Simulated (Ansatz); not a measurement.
H6Al2O4Si (SMILES [OH][Al]([OH])[SiH2][Al]([OH])[OH]), singlet, geometry from GFN2-xTB (such geometries of metal compounds can be far from the true shape), atoms displaced at random by about 0.03 Å a coordinate; Ansatz (a quantum-chemistry and plane-wave program) with R2SCAN/STO-3G, gradient.

Here is a job for Ansatz.
Ansatz 0.2 input:
```yaml
crystal:
  periodic: [false, false, false]
  atoms:
    - {symbol: Al, position_ang: [-2.07115074, -0.09287331, -0.03223148]}
    - {symbol: O, position_ang: [-1.95509519, 0.75751613, -1.43338657]}
    - {symbol: O, position_ang: [-3.42709154, -0.47233544, 0.71856773]}
    - {symbol: Si, position_ang: [0.01808619, -0.66545756, 0.96763510]}
    - {symbol: Al, position_ang: [2.10513661, 0.14099972, -0.13667336]}
    - {symbol: O, position_ang: [2.87987355, -0.82371999, -1.06011490]}
    - {symbol: O, position_ang: [2.41170722, 1.76266273, 0.17185999]}
    - {symbol: H, position_ang: [-1.93564341, 1.25740880, -2.23848081]}
    - {symbol: H, position_ang: [-4.26382332, -0.84859231, 1.11483703]}
    - {symbol: H, position_ang: [0.17434804, -2.18783507, 1.13184913]}
    - {symbol: H, position_ang: [0.01878481, -0.29514599, 2.40901842]}
    - {symbol: H, position_ang: [3.34918550, -1.44555561, -1.64812438]}
    - {symbol: H, position_ang: [2.65733312, 2.68022097, 0.36817749]}
basis:
  gaussian:
    orbitals: STO-3G
hamiltonian:
  xc: r2scan
output: {forces: true}
```

What the program printed (banner, timings and long lists left out):

```
Functional definition: r2SCAN
652 factors; integrals over basis functions are off by at most 6.7e-5 eV
mean field evaluation 1: about -28980.6787 eV, gradient 4.6e1 eV
mean field evaluation 2: about -28970.8473 eV, gradient 7.5e1 eV
mean field evaluation 4: about -28987.4281 eV, gradient 4.8e0 eV
mean field evaluation 8: about -28987.4162 eV, gradient 4.3e-2 eV
mean field evaluation 16: about -28987.4162 eV, gradient 5.3e-6 eV
mean field -28987.41619148 eV, -1065.2678966603 hartree, gradient 5.3e-6 eV, S^2 0.000000; 0 other end points of the search recorded, 0 dependent functions left out
the calculation of the forces begins
reference -28987.41620126 eV, -1065.2678970200 hartree; 39, 39 occupied and 14, 14 virtual orbitals, 652 factors
Total energy: -28987.41620126 eV, -1065.2678970200 hartree
Atom 0 at    -2.071151    -0.092873    -0.032231 Å, force     2.058121     0.280507    -0.753614 eV/Å
Atom 1 at    -1.955095     0.757516    -1.433387 Å, force    -0.230869    -2.151412     3.441982 eV/Å
Atom 2 at    -3.427092    -0.472335     0.718568 Å, force    -1.129770     0.034989     0.347054 eV/Å
Atom 3 at     0.018086    -0.665458     0.967635 Å, force     1.204985    -0.583252    -0.610898 eV/Å
Atom 4 at     2.105137     0.141000    -0.136673 Å, force    -3.511924     3.550379     3.748894 eV/Å
Atom 5 at     2.879874    -0.823720    -1.060115 Å, force     1.501270    -1.213884    -1.568633 eV/Å
Atom 6 at     2.411707     1.762663     0.171860 Å, force    -0.773663    -3.620951    -0.993451 eV/Å
Atom 7 at    -1.935643     1.257409    -2.238481 Å, force    -0.267878     1.185405    -1.860226 eV/Å
Atom 8 at    -4.263823    -0.848592     1.114837 Å, force     0.774808     0.257405    -0.565598 eV/Å
Atom 9 at     0.174348    -2.187835     1.131849 Å, force    -0.341900     1.607258    -0.371895 eV/Å
Atom 10 at     0.018785    -0.295146     2.409018 Å, force    -0.023661     0.042857    -0.751038 eV/Å
Atom 11 at     3.349185    -1.445556    -1.648124 Å, force     0.197170    -0.072350    -0.155951 eV/Å
Atom 12 at     2.657333     2.680221     0.368177 Å, force     0.543311     0.683050     0.093375 eV/Å
Dipole moment:     0.007782     0.116444    -0.452204 e Å
```
